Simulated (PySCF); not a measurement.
Dipole response of Al³⁺ (aluminium, charge +3)

[Ne], closed-shell 1S. All numbers are calculated (PySCF 2.14, the non-relativistic Hamiltonian (point nucleus), in aug-cc-pwCVQZ). Coupled (time-dependent) response in atomic units; α is the mean over directions.

```tsv
method	mean α (bohr³)	C₆ (like pair)	S(−4)
UHF	0.2649	0.2442	0.01503
PBE	0.2827	0.2647	0.01814
PBE0	0.2773	0.2584	0.01713
B97-3	0.2764	0.2575	0.01692
```

S(−4) is the Cauchy moment in α(ω) = α(0) + S(−4) ω² + …

α(iu) at PBE0:

| u (hartree) | α(iu) (bohr³) |
| --- | --- |
| 0 | 0.2773 |
| 0.0500 | 0.2772 |
| 0.100 | 0.2771 |
| 0.200 | 0.2766 |
| 0.300 | 0.2757 |
| 0.500 | 0.2731 |
| 0.750 | 0.2681 |
| 1.00 | 0.2614 |
| 1.50 | 0.2446 |
| 2.00 | 0.2251 |
| 3.00 | 0.1856 |
| 5.00 | 0.1236 |

For an ion, C₆ is the dispersion term alone; charge-induced terms of lower order in 1/R come first.
